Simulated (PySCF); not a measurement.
C₄H₁₁BN₂, singlet, geometry from GFN2-xTB, with bond 16-12 at 1.4 times its length; CASSCF(10,9)/STO-3G in PySCF.

Here is a job for PySCF.
```python
from pyscf import gto, scf, mcscf
import numpy

mol = gto.M(
    atom='''
B    -0.22185280    0.38911999   -0.20729103
C     0.57781717    0.22646587   -1.55722188
C     0.02706228    0.01410910   -2.74366124
H     1.65979685    0.31936178   -1.52408472
H     0.60176124   -0.07534153   -3.65443369
H    -1.04047048   -0.09726937   -2.85704803
N    -1.34362180    1.23827781   -0.22299903
H    -1.61771171    1.72478500   -1.05645279
H    -1.95821215    1.40875750    0.55215501
N     0.19941763   -0.27838473    0.96207075
C     1.23073434   -1.28716985    0.97104322
C    -0.39877147   -0.12360063    2.26558331
H     2.04922459   -1.00246322    1.64376302
H     0.82863201   -2.24652672    1.31891701
H     1.62782953   -1.42621159   -0.02973233
H    -1.21507172   -1.36524060    2.65760462
H     0.38107714    0.01804107    3.02234600
H    -1.05244488    0.74367504    2.28746485
''',
    basis='sto-3g',
    verbose=4,
)

mf = scf.RHF(mol)
mf.kernel()
mc = mcscf.CASSCF(mf, 9, 10)
mc.fix_spin_(ss=0.0)
mc.kernel()
occ = numpy.linalg.eigvalsh(mc.fcisolver.make_rdm1(mc.ci, mc.ncas, mc.nelecas))[::-1]
ss = mc.fcisolver.spin_square(mc.ci, mc.ncas, mc.nelecas)[0]
print('natural occupations', occ.round(4), ' <S^2>', round(ss, 4))
```

The log (banner, timings and long lists left out):

```
PySCF version 2.14.0

[INPUT] verbose = 4
[INPUT] num. atoms = 18
[INPUT] num. electrons = 54
[INPUT] charge = 0
[INPUT] spin (= nelec alpha-beta = 2S) = 0
[INPUT] symmetry False subgroup None
[INPUT] Mole.unit = angstrom
[INPUT] Symbol           X                Y                Z      unit          X                Y                Z       unit  Magmom
[INPUT]  1 B     -0.221852800000   0.389119990000  -0.207291030000 AA   -0.419241031968   0.735330210693  -0.391723274779 Bohr   0.0
[INPUT]  2 C      0.577817170000   0.226465870000  -1.557221880000 AA    1.091916201371   0.427958470861  -2.942722868380 Bohr   0.0
[INPUT]  3 C      0.027062280000   0.014109100000  -2.743661240000 AA    0.051140297506   0.026662334864  -5.184768322185 Bohr   0.0
[INPUT]  4 H      1.659796850000   0.319361780000  -1.524084720000 AA    3.136561468916   0.603506298854  -2.880102711434 Bohr   0.0
[INPUT]  5 H      0.601761240000  -0.075341530000  -3.654433690000 AA    1.137163935979  -0.142374857506  -6.905878814484 Bohr   0.0
[INPUT]  6 H     -1.040470480000  -0.097269370000  -2.857048030000 AA   -1.966204247895  -0.183812469609  -5.399038301428 Bohr   0.0
[INPUT]  7 N     -1.343621800000   1.238277810000  -0.222999030000 AA   -2.539077216995   2.340005927026  -0.421407092744 Bohr   0.0
[INPUT]  8 H     -1.617711710000   1.724785000000  -1.056452790000 AA   -3.057032080402   3.259371273758  -1.996406436633 Bohr   0.0
[INPUT]  9 H     -1.958212150000   1.408757500000   0.552155010000 AA   -3.700484657296   2.662165850927   1.043421747206 Bohr   0.0
[INPUT] 10 N      0.199417630000  -0.278384730000   0.962070750000 AA    0.376844705110  -0.526070896961   1.818050229955 Bohr   0.0
[INPUT] 11 C      1.230734340000  -1.287169850000   0.971043220000 AA    2.325750834697  -2.432398492297   1.835005740916 Bohr   0.0
[INPUT] 12 C     -0.398771470000  -0.123600630000   2.265583310000 AA   -0.753568864590  -0.233571339524   4.281331968286 Bohr   0.0
[INPUT] 13 H      2.049224590000  -1.002463220000   1.643763020000 AA    3.872473242824  -1.894380935750   3.106261921488 Bohr   0.0
[INPUT] 14 H      0.828632010000  -2.246526720000   1.318917010000 AA    1.565887556948  -4.245320232317   2.492391929930 Bohr   0.0
[INPUT] 15 H      1.627829530000  -1.426211590000  -0.029732330000 AA    3.076151989179  -2.695149300780  -0.056185960745 Bohr   0.0
[INPUT] 16 H     -1.215071720000  -1.365240600000   2.657604620000 AA   -2.296152772504  -2.579930828137   5.022144879179 Bohr   0.0
[INPUT] 17 H      0.381077140000   0.018041070000   3.022346000000 AA    0.720131426933   0.034092681294   5.711406193675 Bohr   0.0
[INPUT] 18 H     -1.052444880000   0.743675040000   2.287464850000 AA   -1.988832584401   1.405342151275   4.322682086069 Bohr   0.0

nuclear repulsion = 290.625625715168
number of shells = 32
number of NR pGTOs = 138
number of NR cGTOs = 46
basis = sto-3g
ecp = {}

******** <class 'pyscf.scf.hf.RHF'> ********
method = RHF
initial guess = minao
damping factor = 0
level_shift factor = 0
DIIS = <class 'pyscf.scf.diis.CDIIS'>
diis_start_cycle = 1
diis_space = 8
diis_damp = 0
SCF conv_tol = 1e-09
SCF conv_tol_grad = None
SCF max_cycles = 50
direct_scf = True
direct_scf_tol = 1e-13
Set gradient conv threshold to 3.16228e-05
Initial guess from minao.
init E= -289.159966625257
  HOMO = -0.186055915843177  LUMO = 0.126699236623822  gap/eV = 8.51050
cycle= 1 E= -287.777118097655  delta_E= 1.38  |g|= 0.405  |ddm|= 5.15
  HOMO = -0.219223992415663  LUMO = 0.313830921866692  gap/eV = 14.50516
cycle= 2 E= -287.83836941648  delta_E= -0.0613  |g|= 0.109  |ddm|= 0.698
  HOMO = -0.265514552555256  LUMO = 0.298948196677566  gap/eV = 15.35981
cycle= 3 E= -287.842626609146  delta_E= -0.00426  |g|= 0.0313  |ddm|= 0.178
  HOMO = -0.264285548977265  LUMO = 0.298161125015927  gap/eV = 15.30495
cycle= 4 E= -287.843055433127  delta_E= -0.000429  |g|= 0.00798  |ddm|= 0.0617
  HOMO = -0.264337474087992  LUMO = 0.298914774493887  gap/eV = 15.32687
cycle= 5 E= -287.843076481259  delta_E= -2.1e-05  |g|= 0.00189  |ddm|= 0.0112
  HOMO = -0.264435648030699  LUMO = 0.299384383906249  gap/eV = 15.34232
cycle= 6 E= -287.843079523384  delta_E= -3.04e-06  |g|= 0.000616  |ddm|= 0.00492
  HOMO = -0.264601575662394  LUMO = 0.299206526994644  gap/eV = 15.34200
cycle= 7 E= -287.843079742746  delta_E= -2.19e-07  |g|= 0.000101  |ddm|= 0.00154
  HOMO = -0.264615131668257  LUMO = 0.299203005062176  gap/eV = 15.34227
cycle= 8 E= -287.843079749035  delta_E= -6.29e-09  |g|= 3.3e-05  |ddm|= 0.000228
  HOMO = -0.26461174533603  LUMO = 0.299206640369721  gap/eV = 15.34228
cycle= 9 E= -287.843079749624  delta_E= -5.9e-10  |g|= 1.05e-05  |ddm|= 6.47e-05
  HOMO = -0.264613135161628  LUMO = 0.29920611980337  gap/eV = 15.34230
Extra cycle  E= -287.84307974969  delta_E= -6.62e-11  |g|= 4.5e-06  |ddm|= 1.83e-05
converged SCF energy = -287.84307974969

******** <class 'pyscf.mcscf.mc1step.CASSCF'> ********
CAS (5e+5e, 9o), ncore = 22, nvir = 15
max_cycle_macro = 50
max_cycle_micro = 4
conv_tol = 1e-07
conv_tol_grad = None
orbital rotation max_stepsize = 0.02
orbital rotation threshold for CI restart = 0.01
augmented hessian ah_max_cycle = 30
augmented hessian ah_conv_tol = 1e-12
augmented hessian ah_linear dependence = 1e-14
augmented hessian ah_level shift = 1e-08
augmented hessian ah_start_tol = 2.5
augmented hessian ah_start_cycle = 3
augmented hessian ah_grad_trust_region = 3
kf_trust_region = 3
kf_interval = 4
ci_response_space = 4
ci_grad_trust_region = 3
with_dep4 0
natorb = False
canonicalization = True
sorting_mo_energy = False
ao2mo_level = 2
internal_rotation = False
******** <class 'pyscf.fci.addons.SpinPenaltyFCISolver'> ********
max. cycles = 50
conv_tol = 1e-08
davidson only = True
linear dependence = 1e-12
level shift = 0.001
max iter space = 12
nroots = 1
pspace_size = 400
spin = None
CASCI E = -287.917692208143  S^2 = 0.0000000
Set conv_tol_grad to 0.000316228
macro iter   1 ( 21 JK    4 micro), CASSCF E = -287.933292770064  dE = -1.56005619e-02  S^2 = 0.0000000
               |grad[o]|=0.0406  |grad[c]|=0.0505  |ddm|=0.0356  |maxRot[o]|=0.206
macro iter   2 ( 21 JK    4 micro), CASSCF E = -287.938256311605  dE = -4.96354154e-03  S^2 = 0.0000000
               |grad[o]|=0.0167  |grad[c]|=0.0567  |ddm|=0.021  |maxRot[o]|=0.305
macro iter   3 ( 21 JK    4 micro), CASSCF E = -287.945332649767  dE = -7.07633816e-03  S^2 = 0.0000000
               |grad[o]|=0.015  |grad[c]|=0.0358  |ddm|=0.0787  |maxRot[o]|=0.234
macro iter   4 ( 21 JK    4 micro), CASSCF E = -287.952944805732  dE = -7.61215597e-03  S^2 = 0.0000000
               |grad[o]|=0.017  |grad[c]|=0.0315  |ddm|=0.0102  |maxRot[o]|=0.242
macro iter   5 ( 21 JK    4 micro), CASSCF E = -287.954212739855  dE = -1.26793412e-03  S^2 = 0.0000000
               |grad[o]|=0.0113  |grad[c]|=0.0163  |ddm|=0.00756  |maxRot[o]|=0.0856
macro iter   6 ( 20 JK    4 micro), CASSCF E = -287.954419334162  dE = -2.06594307e-04  S^2 = 0.0000000
               |grad[o]|=0.00483  |grad[c]|=0.0142  |ddm|=0.00439  |maxRot[o]|=0.0456
macro iter   7 ( 16 JK    4 micro), CASSCF E = -287.954865857169  dE = -4.46523007e-04  S^2 = 0.0000000
               |grad[o]|=0.00322  |grad[c]|=0.021  |ddm|=0.00548  |maxRot[o]|=0.0503
macro iter   8 ( 18 JK    4 micro), CASSCF E = -287.954811361387  dE =  5.44957824e-05  S^2 = 0.0000000
               |grad[o]|=0.0018  |grad[c]|=0.0092  |ddm|=0.00293  |maxRot[o]|= 0.02
macro iter   9 ( 20 JK    4 micro), CASSCF E = -287.954876263440  dE = -6.49020533e-05  S^2 = 0.0000000
               |grad[o]|=0.00229  |grad[c]|=0.00459  |ddm|=0.00101  |maxRot[o]|=0.0185
macro iter  10 (  7 JK    2 micro), CASSCF E = -287.954955977463  dE = -7.97140225e-05  S^2 = 0.0000000
               |grad[o]|=0.000935  |grad[c]|=0.00523  |ddm|=0.00245  |maxRot[o]|=0.0383
macro iter  11 ( 15 JK    4 micro), CASSCF E = -287.954975818363  dE = -1.98409002e-05  S^2 = 0.0000000
               |grad[o]|=0.000479  |grad[c]|=0.00129  |ddm|=0.000333  |maxRot[o]|=0.0254
macro iter  12 ( 10 JK    2 micro), CASSCF E = -287.954977630518  dE = -1.81215518e-06  S^2 = 0.0000000
               |grad[o]|=0.000236  |grad[c]|=0.000231  |ddm|=0.000322  |maxRot[o]|=0.00743
macro iter  13 (  6 JK    1 micro), CASSCF E = -287.954977874800  dE = -2.44282035e-07  S^2 = 0.0000000
               |grad[o]|=8.28e-05  |grad[c]|=0.000243  |ddm|=7.27e-05  |maxRot[o]|=0.0025
macro iter  14 (  1 JK    1 micro), CASSCF E = -287.954977874852  dE = -5.25233190e-11  S^2 = 0.0000000
               |grad[o]|=2.56e-05  |grad[c]|=1.34e-05  |ddm|=    0  |maxRot[o]|=    0
1-step CASSCF converged in  14 macro (218 JK  46 micro) steps
CASSCF canonicalization
Density matrix diagonal elements [1.95117491 1.98509157 1.9589954  1.89072744 1.96942733 0.09774906
 0.08615511 0.04561359 0.01506558]
CASSCF energy = -287.954977874852
CASCI E = -287.954977874852  E(CI) = -16.6030078814015  S^2 = 0.0000000
natural occupations [1.993  1.9854 1.983  1.9131 1.8841 0.1168 0.0872 0.0225 0.015 ]  <S^2> 0.0
```
